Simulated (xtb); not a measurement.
xtb input (GFN1-xTB):

```bash
xtb mol.xyz --gfn 1 --sp --chrg -1 --uhf 0
```
mol.xyz:
```
11

N     -1.77427077     1.19253406    -0.03568355
Si    -1.27243443    -0.53894133     0.21470067
N      0.48863106    -0.32870407     0.71809606
Si     1.74966266    -0.04582173    -0.37256479
H     -2.77261165     1.33780648     0.03074636
H     -1.42138599     1.69719417    -0.84200130
H     -0.81923776    -0.89721942    -1.23482823
H      0.65961233    -0.16269748     1.69723343
H      3.01916426     0.32594798     0.35132035
H      1.52342691     1.06034652    -1.35496227
H      2.12931474    -1.22150525    -1.21429844
```

Output:

```
           -------------------------------------------------
          |                Calculation Setup                |
           -------------------------------------------------

           -------------------------------------------------
          |                 G F N 1 - x T B                 |
           -------------------------------------------------

        Reference                      10.1021/acs.jctc.7b00118
      * Hamiltonian:
        H0-scaling (s, p, d)           1.850000    2.250000    2.000000
        zeta-weighting                 0.000000
      * Dispersion:
        s8                             2.400000
        a1                             0.630000
        a2                             5.000000
        s9                             0.000000
      * Repulsion:
        kExp                           1.500000
        rExp                           1.000000
      * Coulomb:
        alpha                          2.000000
        third order                    atomic
        anisotropic                    false
      * Halogen bond correction:
        rad-scale                      1.300000
        damping                        0.440000

          ...................................................
          :                      SETUP                      :
          :.................................................:
          :  # basis functions                  42          :
          :  # atomic orbitals                  40          :
          :  # shells                           24          :
          :  # electrons                        26          :
          :  # halogen bonds                     0          :
          :  max. iterations                   250          :
          :  Hamiltonian                  GFN1-xTB          :
          :  restarted?                      false          :
          :  GBSA solvation                  false          :
          :  PC potential                    false          :
          :  electronic temp.          300.0000000     K    :
          :  accuracy                    1.0000000          :
          :  -> integral cutoff          0.2500000E+02      :
          :  -> integral neglect         0.1000000E-07      :
          :  -> SCF convergence          0.1000000E-05 Eh   :
          :  -> wf. convergence          0.2000000E-04 e    :
          :  Broyden damping             0.4000000          :
          :  net charge                         -1          :
          :  unpaired electrons                  0          :
          ...................................................

 iter      E             dE          RMSdq      gap      omega  full diag
   1    -14.1965798 -0.141966E+02  0.613E+00    4.08       0.0  T
   2    -14.2457574 -0.491776E-01  0.363E+00    3.96       1.0  T
   3    -14.2462736 -0.516251E-03  0.114E+00    3.86       1.0  T
   4    -14.2466715 -0.397841E-03  0.106E-01    3.94       1.0  T
   5    -14.2467270 -0.554868E-04  0.587E-02    3.94       1.0  T
   6    -14.2467326 -0.564193E-05  0.329E-02    3.95       1.0  T
   7    -14.2467340 -0.136797E-05  0.574E-03    3.96       5.3  T
   8    -14.2467340 -0.819003E-07  0.130E-03    3.96      23.2  T
   9    -14.2467341 -0.363365E-08  0.344E-04    3.96      87.7  T
  10    -14.2467341 -0.232973E-09  0.487E-05    3.96     619.7  T
  11    -14.2467341  0.142109E-12  0.372E-05    3.96     809.8  T

   *** convergence criteria satisfied after 11 iterations ***

         #    Occupation            Energy/Eh            Energy/eV
      -------------------------------------------------------------
         1        2.0000           -0.5408317             -14.7168
       ...           ...                  ...                  ...
         7        2.0000           -0.2982473              -8.1157
         8        2.0000           -0.2960344              -8.0555
         9        2.0000           -0.2824223              -7.6851
        10        2.0000           -0.2657380              -7.2311
        11        2.0000           -0.2281927              -6.2094
        12        2.0000           -0.2080633              -5.6617
        13        2.0000           -0.1606076              -4.3704 (HOMO)
        14                         -0.0151401              -0.4120 (LUMO)
        15                          0.0040764               0.1109
        16                          0.0185798               0.5056
        17                          0.0260329               0.7084
        18                          0.0393323               1.0703
       ...                                ...                  ...
        40                          1.5366911              41.8155
      -------------------------------------------------------------
                  HL-Gap            0.1454675 Eh            3.9584 eV
             Fermi-level           -0.0878739 Eh           -2.3912 eV

 SCC (total)                   0 d,  0 h,  0 min,  0.010 sec
 SCC setup                      ...        0 min,  0.000 sec (  1.094%)
 Dispersion                     ...        0 min,  0.000 sec (  0.520%)
 classical contributions        ...        0 min,  0.000 sec (  0.211%)
 integral evaluation            ...        0 min,  0.003 sec ( 25.850%)
 iterations                     ...        0 min,  0.003 sec ( 28.754%)
 molecular gradient             ...        0 min,  0.004 sec ( 41.996%)
 printout                       ...        0 min,  0.000 sec (  1.423%)

         :::::::::::::::::::::::::::::::::::::::::::::::::::::
         ::                     SUMMARY                     ::
         :::::::::::::::::::::::::::::::::::::::::::::::::::::
         :: total energy             -14.137583636564 Eh    ::
         :: gradient norm              0.046369857489 Eh/a0 ::
         :: HOMO-LUMO gap              3.958372345399 eV    ::
         ::.................................................::
         :: SCC energy               -14.246734052267 Eh    ::
         :: -> electrostatic           0.134902996346 Eh    ::
         :: repulsion energy           0.113167884098 Eh    ::
         :: dispersion energy         -0.004017468395 Eh    ::
         :: halogen bond corr.         0.000000000000 Eh    ::
         :: add. restraining           0.000000000000 Eh    ::
         :: total charge              -1.000000000000 e     ::
         :::::::::::::::::::::::::::::::::::::::::::::::::::::

           -------------------------------------------------
          |                Property Printout                |
           -------------------------------------------------

    * Orbital Energies and Occupations

         #    Occupation            Energy/Eh            Energy/eV
      -------------------------------------------------------------
         1        2.0000           -0.5408317             -14.7168
         2        2.0000           -0.5377609             -14.6332
         3        2.0000           -0.4232329             -11.5168
         4        2.0000           -0.3656228              -9.9491
         5        2.0000           -0.3495831              -9.5126
         6        2.0000           -0.3218685              -8.7585
         7        2.0000           -0.2982473              -8.1157
         8        2.0000           -0.2960344              -8.0555
         9        2.0000           -0.2824223              -7.6851
        10        2.0000           -0.2657380              -7.2311
        11        2.0000           -0.2281927              -6.2094
        12        2.0000           -0.2080633              -5.6617
        13        2.0000           -0.1606076              -4.3704 (HOMO)
        14                         -0.0151401              -0.4120 (LUMO)
        15                          0.0040764               0.1109
Note: The following floating-point exceptions are signalling: IEEE_DENORMAL
normal termination of xtb
        16                          0.0185798               0.5056
        17                          0.0260329               0.7084
        18                          0.0393323               1.0703
        19                          0.0834183               2.2699
        20                          0.0930494               2.5320
        21                          0.1040448               2.8312
        22                          0.1088659               2.9624
        23                          0.1239019               3.3715
        24                          0.1274382               3.4678
       ...                                ...                  ...
        40                          1.5366911              41.8155
      -------------------------------------------------------------
                  HL-Gap            0.1454675 Eh            3.9584 eV
             Fermi-level           -0.0878739 Eh           -2.3912 eV

  Mulliken/CM5 charges         n(s)   n(p)   n(d)
     1N    -0.49400 -0.89391   1.441  4.053  0.000
     2Si   -0.33792 -0.36764   1.488  2.331  0.519
     3N    -0.37550 -0.64616   1.438  3.938  0.000
     4Si    0.16885 -0.03184   1.167  1.964  0.700
     5H     0.14181  0.33322   0.858  0.000  0.000
     6H     0.16827  0.35780   0.832  0.000  0.000
     7H    -0.10190 -0.02382   1.102  0.000  0.000
     8H     0.17202  0.37388   0.828  0.000  0.000
     9H    -0.13161 -0.05314   1.132  0.000  0.000
    10H    -0.10097 -0.02013   1.101  0.000  0.000
    11H    -0.10905 -0.02825   1.109  0.000  0.000

Wiberg/Mayer (AO) data.
largest (>0.10) Wiberg bond orders for each atom

 ---------------------------------------------------------------------------
     #   Z sym  total        # sym  WBO       # sym  WBO       # sym  WBO
 ---------------------------------------------------------------------------
     1   7 N    3.123 --     2 Si   1.208     5 H    0.945     6 H    0.937
     2  14 Si   3.406 --     1 N    1.208     7 H    0.955     3 N    0.937
                             4 Si   0.163
     3   7 N    3.390 --     4 Si   1.488     2 Si   0.937     8 H    0.901
     4  14 Si   4.570 --     3 N    1.488    11 H    0.944    10 H    0.943
                             9 H    0.941     2 Si   0.163
     5   1 H    1.011 --     1 N    0.945
     6   1 H    0.978 --     1 N    0.937
     7   1 H    1.016 --     2 Si   0.955
     8   1 H    0.998 --     3 N    0.901
     9   1 H    0.983 --     4 Si   0.941
    10   1 H    0.987 --     4 Si   0.943
    11   1 H    0.986 --     4 Si   0.944
 ---------------------------------------------------------------------------

Topologies differ in total number of bonds
Writing topology from bond orders to xtbtopo.mol

 dipole moment from electron density (au)
     X       Y       Z
   0.9205   1.1848  -0.2223  total (Debye):    3.855

           -------------------------------------------------
          | TOTAL ENERGY              -14.137583636564 Eh   |
          | GRADIENT NORM               0.046369857489 Eh/α |
          | HOMO-LUMO GAP               3.958372345399 eV   |
           -------------------------------------------------

------------------------------------------------------------------------
------------------------------------------------------------------------
 total:
 SCF:
```

It need not be the lowest isomer of its formula. Whether it binds its extra electron was not tested at this geometry.
